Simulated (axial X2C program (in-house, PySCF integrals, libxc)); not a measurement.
# Low determinants of PtC at the PBE0 level, 2c

Computed with an axial X2C code built on PySCF integrals. Two-component (2c) means X2C with spin–orbit coupling and atomic mean-field two-electron Coulomb and Gaunt terms. Basis: Pt dyall-cv3z [13s14p9d6f4g], C dyall-v3z [7s6p2d1f] (cores contracted in-house); Gaussian nuclei, density fitting, unrestricted open shells. Masses: Pt 194.965 u, C 12.000 u.

Search at 1.668 Å (vertical energies from the lowest determinant):

| ΔE (eV) | state | electrons beyond evenly filled partner blocks | electrons in ±ω = 1/2, 3/2, 5/2, 7/2 |
| --- | --- | --- | --- |
| 0.00 | Ω = 0 | none | 48 24 10 2 |
| 1.51 | Ω = 1 | 2 × ω = 1/2 | 48 24 10 2 |
| 1.67 | Ω = 2 | ω = 1/2, ω = 3/2 | 47 25 10 2 |
| 1.93 | Ω = 1 | ω = -1/2, ω = 3/2 | 47 25 10 2 |
| 2.35 | Ω = 2 | ω = -1/2, ω = 5/2 | 49 24 9 2 |
| 2.41 | Ω = 3 | ω = 1/2, ω = 5/2 | 49 24 9 2 |
| 2.74 | Ω = 4 | ω = 3/2, ω = 5/2 | 48 25 9 2 |

Lowest determinant, Ω = 0 (closed shell): Re = 1.663 Å, ωe = 1093.6 cm⁻¹.

The determinant in row 2 of the search, Ω = 1 (⟨Sz⟩ = 0.04, ⟨Lz⟩ = 0.96 at PBE0), was followed along the bond at PBE0; measured from the minimum of the lowest determinant it gives:

Te = 1.464 eV (11809 cm⁻¹), Re = 1.716 Å, ωe = 918.5 cm⁻¹.

(1) Compare the bond of the determinant in row 2 with that of the lowest one.

The search compares states at one distance, so a state with another bond length can lie lower; it is not exhaustive and yields mostly the lowest determinant of each block pattern, so other components and higher states of one pattern are missing. These are energies of single determinants, not of spin-adapted states; PBE0 term energies can be off by some tenths of an eV, and the functional has no current term. Open-shell Ω = 0 determinants with evenly filled partner blocks cannot be reached by this program, so the Ω shown need not be the lowest component.

Answers

(1) At PBE0 its Re is 0.053 Å longer and its force constant, which goes as ωe², is 0.71 times that of the lowest determinant. This determinant mixes spin states, so it has no term energy of its own.
